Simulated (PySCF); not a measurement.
An unknown is described by computed data only.

Elements present: C, Cl, H and Si. Monoisotopic mass: 171.9070 u.

* Dipole: 2.38 D [PBE0/pcSseg-2]
* 13C NMR: chemical shifts (computed TMS as zero) by class: 232.5 (1 C), 86.9 (1 C), 78.0 (1 C) ppm [GIAO PBE0/pcSseg-2]
* Rotational structure: rotational constants A, B, C: 1.425, 0.859, 0.822 GHz [PBE0-D3(BJ)/def2-TZVP]
* 1H NMR: chemical shifts (computed TMS as zero) by class: 5.33 (1 H), 5.04 (2 H) ppm [GIAO PBE0/pcSseg-2]
* NMR, other nuclei: isotropic shieldings of nuclei other than C and H, by class: 329 (1 Si), 809 (3 Cl) ppm [GIAO PBE0/pcSseg-2]

Gas-phase values; electronic properties from PySCF, density fitting. Levels stand in brackets. Isolated species at its PBE0-D3(BJ)/def2-TZVP geometry, gas phase. NMR values are class means; diastereotopic atoms form classes of their own.

**Question.** Which formula fits the mass and the elements?

**Answer.** C3H3Cl3Si (calculated 171.9070). No other formula that holds each of these elements comes within 0.0003 u with a fitting electron parity and a possible valence count.

**Question.** Give a SMILES that accounts for the data.

**Answer.** Numbering: `[CH2:1]=[C:2]=[CH:3][Si:4]([Cl:5])([Cl:6])[Cl:7]`. Its formula, C3H3Cl3Si, gives 2 degrees of unsaturation: 0 rings and 2 π bonds in the structure found. 3 carbons fall into 3 classes; from least to most shielded: central carbon of cumulated double bonds [C2] (232.5 ppm), outer carbon of cumulated double bonds [C3] (86.9 ppm), outer carbon of cumulated double bonds [C1] (78.0 ppm). Hydrogen classes from least to most shielded: 1 H on an outer carbon of cumulated double bonds, C3 (5.33 ppm), 2 H on an outer carbon of cumulated double bonds, C1 (5.04 ppm). The other shieldings belong to: 329 ppm, chlorine-bound silicon [Si4]; 809 ppm, silicon-bound chlorine [Cl5/Cl6/Cl7]. The optimised geometry has point group Cs and is an asymmetric top. Structure: `C=C=C[Si](Cl)(Cl)Cl`. The assignments are read from this structure; whether some other isomer fits the data as well wasn't checked.

Conformer computed: `[CH2:1]=[C:2]=[CH:3][Si:4]([Cl:5])([Cl:6])[Cl:7]`: C2–C3–Si4–Cl5 122°.
